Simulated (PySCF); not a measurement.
F4S.

```xyz
5

F      1.2335     0.0000     0.6222
S      0.0000     0.0000    -0.3903
F      0.0000    -1.6679    -0.2753
F      0.0000     1.6679    -0.2753
F     -1.2335     0.0000     0.6222
```

The structure is a stationary point at TPSSh-D3(BJ)/def2-SVP.

The numbers are results of PBE0/pcSseg-2 run with PySCF, not measurements. Non-relativistic, no solvent.

Question: Give the absolute GIAO shielding of each atom: isotropic value and principal components (ppm). (Estimate from the structure and the level; the computed values follow.)

Answer: 
```json
[
 {"atom": "F1", "σ(iso)": "98.3", "σ11": "-53.8", "σ22": "48.2", "σ33": "300.4", "span": "354.2"},
 {"atom": "S2", "σ(iso)": "-26.1", "σ11": "-286.1", "σ22": "81.8", "σ33": "126.1", "span": "412.3"},
 {"atom": "F3", "σ(iso)": "49.7", "σ11": "-136.1", "σ22": "23.9", "σ33": "261.2", "span": "397.3"},
 {"atom": "F4", "σ(iso)": "49.7", "σ11": "-136.1", "σ22": "23.9", "σ33": "261.2", "span": "397.3"},
 {"atom": "F5", "σ(iso)": "98.3", "σ11": "-53.8", "σ22": "48.2", "σ33": "300.4", "span": "354.2"}
]
```
